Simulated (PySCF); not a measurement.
**Mn²¹⁺ (manganese, charge +21): UHF calculation**

Configuration: [He] 2s2, closed-shell 1S. Computed with PySCF 2.14 in an even-tempered Gaussian basis (17 s from 5.1 bohr⁻², ratio 2.2; 8 p from 7.9 bohr⁻², ratio 2.4; 6 d from 24 bohr⁻², ratio 2.4; 5 f from 36 bohr⁻², ratio 2.4; 4 g from 53 bohr⁻², ratio 2.4), with the non-relativistic Hamiltonian (point nucleus).

* Total energy: -742.785520 hartree
* One-electron energy: -780.4322 hartree
* Hartree (Coulomb) energy: 57.5339 hartree
* Exchange energy: -19.8872 hartree
* Kinetic energy: 742.78686 hartree
* ⟨S²⟩: 0.0000
* ⟨L²⟩: 0.000
* Sum of ⟨r⟩: 0.6333 bohr
* Sum of ⟨r²⟩: 0.1626 bohr²
* Density at the nucleus (Gaussians lack the cusp): 10600 bohr⁻³

| shell | electrons | mean orbital energy (eV) | rms radius, mean of both spins (bohr) |
| --- | --- | --- | --- |
| 1s | 2 | -7828.3 | 0.0705 |
| 2s | 2 | -1765.6 | 0.276 |
